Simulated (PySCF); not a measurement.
**Calculated NMR parameters of CC(=O)c1cc(C)cpc1F**

```
Formula                               : C8H8FOP
SMILES                                : CC(=O)c1cc(C)cpc1F
Point group of the computed structure : C1
Carbon signals                        : 8
Proton signals                        : 4
```

Numbering as in the mapped SMILES `[CH3:1][C:2](=[O:3])[c:4]1[cH:5][c:6]([CH3:7])[cH:8][p:9][c:10]1[F:11]`. Hydrogens are named by the atom that carries them.

One computed conformer, no solvent, rapidly exchanging positions averaged, relativity neglected. Geometry from GFN2-xTB; PBE0/pcSseg-1 with gauge-including orbitals; PySCF 2.14.0 with density-fitted response routines.

Chemical shifts δ = σref − σ; $^{1}$H (31.72 ppm), $^{13}$C (186.93 ppm) vs TMS; CFCl3 for $^{19}$F (170.95 ppm); H3PO4 for $^{31}$P (318.38 ppm); $^{17}$O (336.08 ppm) against H2O, all at this level.

```tsv
carbon	δC, type	δH (multiplicity)	HMBC from (2–3 bonds)	span of the C tensor (ppm)
C1	35.1, CH3	2.77 (s)	–	55
C2	202.8, C	–	H(C5), H(C1)	209
C4	136.3, C	–	H(C5), H(C1)	175
C5	142.0, CH	8.10 (m)	H(C8), H(C7)	203
C6	145.6, C	–	H(C8), H(C5), H(C7)	240
C7	27.0, CH3	2.66 (s)	H(C8), H(C5)	54
C8	169.7, CH	8.96 (m)	H(C5), H(C7)	294
C10	208.9, C	–	H(C8), H(C5)	227
```

Other nuclei:
```
atoms   nucleus                                     environment  δ (ppm)  σ (ppm)
  F11  $^{19}$F                                   aryl fluorine    -89.8    260.7
   P9  $^{31}$P  phosphorus bonded to 2 C, in a 6-membered ring    181.0    137.4
   O3  $^{17}$O                                   ketone oxygen    670.4   -334.3
```

- δC 208.9: aromatic carbon bearing fluorine; an ipso carbon deshielded by its heteroatom.
- δC 202.8: ketone carbonyl carbon; low-lying n→π* states of the double bond to the heteroatom give a large paramagnetic term (-261 ppm).
- δC 169.7, 142.0: aromatic CH.
- δC 145.6, 136.3: substituted aromatic carbon.
- δH 8.96, 8.10: hydrogen on an aromatic CH.

Splittings by $^{19}$F and $^{31}$P in the carbon and heteronuclear signals aren't shown, as no couplings were computed. Shifts are as computed. Against solution values, carbons near 30 ppm lie about +3 ppm off and those near 130 ppm about +5 ppm. Of 1211 compounds with measured shifts, 218 miss one by over three times the rms of a fit or turn the order of signals round; such compounds aren't used in these exercises. Unscaled 19F shifts against computed CFCl3 carry errors that often reach 10 to 50 ppm. Unscaled 17O shifts of doubly bonded oxygen tend to come out too high, by tens of ppm or more. Experimental scales use liquid or dissolved standards, which lie at an offset from isolated H2O (liquid H2O: subtract about 36 ppm) and H3PO4. No couplings were computed; multiplicities are counted from neighbouring protons, with m where these are inequivalent, close in shift, in a saturated or five-membered ring or joined by F or P, and br s for small geminal =CH2 splittings.
